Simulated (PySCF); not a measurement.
# A small calculation by hand: dipole moment from atomic charges

AlHF2, SMILES [F][AlH][F]. Atoms are numbered in the order given.

```xyz
4

Al     0.0000     0.0000     0.4283
H      0.0000     0.0000     1.9817
F      0.0000    -1.4088    -0.4194
F      0.0000     1.4088    -0.4194
```

Geometry: B3LYP-D3(BJ)/def2-TZVP.

Charges (e) from PBE0/def2-TZVPD in PySCF:

```
atom  ESP fit     IAO
----  -------  ------
Al1     1.191   1.379
H2     -0.281  -0.222
F3     -0.455  -0.578
F4     -0.455  -0.578
```

The dipole moment of the full density is 1.45 D.

Problem. What dipole moment does each set of point charges give, and which comes closer to that of the density?

Solution. 
μ = Σ q r, and 1 e Å = 4.8032 D.
ESP fit: Σ q r = (0.000, 0.000, 0.335) e Å, |μ| = 1.61 D.
IAO: Σ q r = (0.000, 0.000, 0.636) e Å, |μ| = 3.05 D.
ESP fit comes closer in size. Point charges leave out the atoms' own dipoles (lone pairs, polarised bonds); fits to the potential absorb them, partitions of the density don't.
